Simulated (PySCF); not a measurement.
Compound: C₉H₁₄S.
Bonds: C1–C2 (double), C2–C3, C3–C4, C4–C5, C5–C6, C6–C7, C2–S8, S8–C9, C9–C10, C1–C10, C3–C7. Hydrogens: H11 on C1; H12 on C3; H13, H14 on C4; H15, H16 on C5; H17, H18 on C6; H19, H20 on C7; H21, H22 on C9; H23, H24 on C10.

Method: PBE0-D3(BJ)/def2-SVP geometry optimisation, gas phase (PySCF 2.14.0); density fitting, grid level 1; the optimiser is geomeTRIC in internal coordinates, started from a GFN2-xTB structure.

Step 0: E = -20371.9935 eV
```
atom  x, y, z in Å  |  force x, y, z in eV/Å
C1      1.9094   -0.6350   -0.8154    0.705   0.030  -0.114
C2      0.8618   -0.1465   -0.1613   -0.253   0.144   0.097
C3     -0.5811   -0.3903   -0.4308    0.091   0.234   0.398
C4     -1.3184   -1.0223    0.7571   -0.385   0.058  -0.524
C5     -2.7787   -0.7100    0.4572    0.385   0.341   0.126
C6     -2.7346    0.7429   -0.0193    0.204  -0.363  -0.147
C7     -1.3731    0.9040   -0.7177   -0.265  -0.231   0.117
S8      1.3180    0.9082    1.1878   -0.055   0.048   0.265
C9      3.0630    0.9355    0.6383   -0.381  -0.094  -0.079
C10     3.2630   -0.2602   -0.2911   -0.412   0.105   0.115
H11     1.8232   -1.3013   -1.6571   -0.193  -0.375  -0.458
H12    -0.6537   -1.0636   -1.2914    0.005  -0.159  -0.165
H13    -1.1164   -2.0889    0.8472    0.156  -0.345   0.136
H14    -1.0096   -0.5262    1.6788    0.122   0.104   0.378
H15    -3.1371   -1.3614   -0.3422   -0.155  -0.249  -0.245
H16    -3.4242   -0.8429    1.3243   -0.299  -0.134   0.258
H17    -2.7920    1.4105    0.8408   -0.083   0.251   0.266
H18    -3.5648    0.9786   -0.6841   -0.327   0.166  -0.143
H19    -0.8377    1.7633   -0.3142    0.202   0.291   0.024
H20    -1.4839    1.0530   -1.7912    0.038   0.108  -0.351
H21     3.6982    0.9085    1.5207    0.267   0.035   0.266
H22     3.2156    1.8812    0.1155    0.134   0.263  -0.154
H23     3.6892   -1.1092    0.2554    0.206  -0.257   0.132
H24     3.9520   -0.0079   -1.0998    0.295   0.030  -0.199
```

**Question.** Estimate the geometry and energy of step 1. (The exact step hangs on the optimiser's Hessian estimate; all steps are aligned on step 0, rigid shifts and turns removed.)

**Answer.** E = -20372.0607 eV, largest force 0.133 eV/Å
```
atom  x, y, z in Å  |  force x, y, z in eV/Å
C1      1.9265   -0.6125   -0.8474   -0.069  -0.035  -0.058
C2      0.8786   -0.1442   -0.1537   -0.018  -0.003   0.043
C3     -0.5738   -0.3759   -0.4052   -0.017  -0.043  -0.087
C4     -1.3314   -1.0177    0.7669    0.095  -0.058   0.073
C5     -2.7871   -0.7123    0.4516   -0.092  -0.060   0.008
C6     -2.7475    0.7408   -0.0241   -0.070   0.074   0.014
C7     -1.3840    0.9083   -0.7211    0.066   0.080  -0.044
S8      1.3504    0.8409    1.2520    0.005   0.001  -0.019
C9      3.0674    0.9367    0.6321    0.060  -0.009   0.057
C10     3.2729   -0.2714   -0.2846    0.118   0.022  -0.033
H11     1.8018   -1.2588   -1.7212    0.004   0.033   0.031
H12    -0.6432   -1.0614   -1.2685    0.002   0.029   0.043
H13    -1.1043   -2.0903    0.8739   -0.013   0.037   0.005
H14    -1.0335   -0.5276    1.7123   -0.029  -0.015  -0.033
H15    -3.1372   -1.3731   -0.3621    0.023   0.026   0.028
H16    -3.4622   -0.8695    1.3080    0.019   0.001  -0.033
H17    -2.8100    1.4146    0.8470    0.006  -0.028  -0.032
H18    -3.5949    0.9960   -0.6793    0.019  -0.006   0.022
H19    -0.8478    1.7927   -0.3424   -0.022  -0.024  -0.008
H20    -1.4811    1.0439   -1.8093    0.006  -0.018   0.025
H21     3.7559    0.9539    1.4893   -0.017   0.003  -0.031
H22     3.1813    1.8822    0.0779   -0.028  -0.018  -0.012
H23     3.6753   -1.1341    0.2825   -0.030   0.018   0.004
H24     4.0162   -0.0416   -1.0671   -0.020  -0.007   0.035
```

The energy changes by -0.0672 eV. The first-order estimate −F·Δx gives -0.1331 eV and the mean of the old and new forces, exact on a quadratic surface, -0.0645 eV. The step makes an angle of 73° with the force vector and moves no atom by more than 0.098 Å.

The cost below is that of the whole optimisation. The run took about 5 min of CPU time (one thread, shared machine).
